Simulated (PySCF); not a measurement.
Positional isomers: benzothiophene boryl+vinyl. Gas-phase values, no solvent. One relaxed conformer stands for each flexible species; it need not be the lowest. Strings in code marks are SMILES.

Computed with PBE-D3(BJ)/def2-TZVP // B3LYP-D3(BJ)/def2-SVP (PySCF 2.14.0). All candidates: neutral, multiplicity 1. Excitations are Tamm–Dancoff values on a coarser integration grid. The basis has no diffuse functions, so Rydberg states are missing or too high.

| Quantity | Result |
|---|---|
| LUMO | -3.17 eV |
| T1 excitation (TDA) | 2.14 eV |
| HOMO | -5.55 eV |

**Question.** Say which member has these values.
(A) `Bc1cc(C=C)c2sccc2c1`
(B) `Bc1cc2cccc(C=C)c2s1`
(C) `Bc1cc(C=C)c2ccsc2c1`
(D) `Bc1cc2ccsc2cc1C=C`

**Answer.** B, `Bc1cc2cccc(C=C)c2s1`. The others give `Bc1cc2ccsc2cc1C=C`: -2.70 eV, 2.64 eV, -5.50 eV; `Bc1cc(C=C)c2sccc2c1`: -2.82 eV, 2.54 eV, -5.56 eV; `Bc1cc(C=C)c2ccsc2c1`: -2.95 eV, 2.39 eV, -5.55 eV
